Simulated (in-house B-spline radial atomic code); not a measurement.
# RPA and G0W0 on TPSS: Cl6+

Configuration [Ne] 3s1, highest spin, mean-field start TPSS. Computed with an all-electron radial atomic-structure program (B-spline basis): all electrons, non-relativistic, point nucleus, each spin shell either full or empty, empty states to l = 9 with an (l + 1/2)⁻⁴ tail; G0W0 by contour deformation at full frequency.

Command:
```bash
python run_gw.py task.json out
```
Settings (radii: box in bohr, nucleus in fm):
```
Z                        17
electrons                11
configuration            [Ne] 3s1
hamiltonian              nr
method                   tpss,tpss
lmax                     9
spin_polarised           True
box_radius               9.29
intervals                47
ion_configuration        [He] 2s2 2p6
```

Run time, properties included: 2.4 s on 1 thread of Arm Neoverse N1, on a shared host.

Energies (hartree):

```csv
term,value
mean-field total,-449.38542
Hartree-Fock functional on these orbitals,-448.92567
direct second order,-0.7301
second-order exchange,0.27894
SOSEX correction,0.25812
```

(1) What is the RPA correlation energy, and what remains with SOSEX?

Quasi-particle levels (eV):

```csv
level,occupied,mean field,Σx - vxc,Σc,QP weight,G0W0
3s up,yes,-106.95,-6.51,?,?,?
2p down,yes,-299.40,-26.66,3.35,0.953,-322.71
2p up,yes,-299.91,-26.85,3.44,0.951,-323.32
2s down,yes,-359.38,-34.58,5.79,0.870,-388.17
3s down,no,-102.76,8.63,-2.67,0.943,-96.80
```

G0W0 = mean field + (Σx - vxc) + Σc, with Σc (partial-wave tail included) taken at the quasi-particle energy. Only the outer levels were computed.

(2) Where does G0W0 put 3s up?

(3) What does it cost to remove one electron (to [He] 2s2 2p6) by differences of total energies, each species on its own start (correlation terms add to the Hartree-Fock functional)?

Results:

(1) RPA gives -0.66791 hartree (-1.65 eV per electron); RPA + SOSEX gives -0.40979, and the second-order doubles -0.45116 hartree (no singles). SOSEX takes back 39 % of the RPA value.

(2) At -115.14 eV, with Σc = -1.68 eV and a quasi-particle weight of 0.971. The tabulated removal energy is 114.201 eV (NIST, measured); the calculation leaves out relativity, Breit and QED terms, and what these don't explain is the method's own error.

(3) TPSS 114.18 eV, Hartree-Fock functional 113.34 eV, + RPA 114.78 eV, + RPA + SOSEX 113.80 eV, + second order 113.93 eV. Tabulated: 114.201 eV (NIST, measured); the calculation leaves out relativity, Breit and QED terms, and what these don't explain is the method's own error.
